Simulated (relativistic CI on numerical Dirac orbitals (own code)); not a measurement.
# Co³⁺ in a cubic cluster: 1s photoemission with charge transfer

Computed with a charge-transfer multiplet model of a cubic metal-ligand cluster with up to 2 ligand holes, Slater and spin-orbit integrals from Dirac-Coulomb-Breit ions, Slater integrals scaled by 0.8. The parameters are those of a tetrahedral site (10Dq negative, t2 hopping the larger). The ground state mixes d6 with configurations of k ligand holes L, whose averages lie at kΔ + k(k − 1)U_dd/2; a core hole lowers each added d electron by U_cd. 300 K, Lorentzian 1.1 eV and Gaussian 0.6 eV FWHM.

Atomic integrals in eV (Slater integrals scaled, ζ unscaled), ground: F2dd 10.085, F4dd 6.299, zeta_d 0.071; with the core hole: F2dd 11.409, F4dd 7.160, zeta_d 0.101, G2cd 0.066.

Cluster parameters (eV): U_dd = 7.4, U_cd = 9.2, 10Dq = -0.5, 10Dq(ligand) = 0, V(eg) = 0.93, V(t2g) = -1.57, final-state hopping factor = 1.

| Case | n_d | d6 | d7L | d8L2 | S |
| --- | --- | --- | --- | --- | --- |
| Δ = -3.4 eV | 6.89 | 0.22 | 0.67 | 0.11 | 1.98 |
| Δ = -2.4 eV | 6.77 | 0.31 | 0.62 | 0.08 | 1.99 |
| Δ = -1.4 eV | 6.64 | 0.41 | 0.54 | 0.05 | 1.99 |
| Δ = -0.4 eV | 6.51 | 0.52 | 0.45 | 0.03 | 2.00 |
| Δ = 0.6 eV | 6.40 | 0.62 | 0.36 | 0.02 | 2.00 |

Weights, n_d and S are thermal averages at 300 K. Binding energies count from the first peak over 30 % of the highest in each spectrum, which can be another peak from case to case. The parameters are a model scan and need not match a compound or its usual spin state. Peaks in eV (height, largest 100):
- Δ = -3.4 eV: 0.0 (100), 3.5 (11), 6.9 (48), 8.8 (21), 17.4 (14)
- Δ = -2.4 eV: 0.0 (100), 3.7 (12), 6.5 (42), 8.3 (25), 15.8 (22)
- Δ = -1.4 eV: 0.0 (100), 6.2 (35), 7.9 (29), 14.3 (32)
- Δ = -0.4 eV: 0.0 (100), 6.2 (29), 7.8 (34), 13.0 (42)
- Δ = 0.6 eV: 0.0 (100), 5.9 (27), 7.7 (39), 11.8 (50)

For the case Δ = -0.4 eV, Δ = -0.4 eV is smaller than U_dd = 7.4 eV, the charge-transfer side of the Zaanen-Sawatzky-Allen scheme (negative Δ: between configuration averages a ligand hole costs less than the nominal valence; multiplet and field energies can change this for the lowest states). With the core hole the configuration with one ligand hole lies at Δ − U_cd = -12.6, -11.6, -10.6, -9.6, -8.6 eV from the one without, in the order of the table; where this is negative the screened configuration lies lower.

With at most 2 ligand holes the space is cut while the next configuration still counts, so covalency is underestimated, and a final configuration with one more ligand hole, which can lie low, is missing from the spectra.
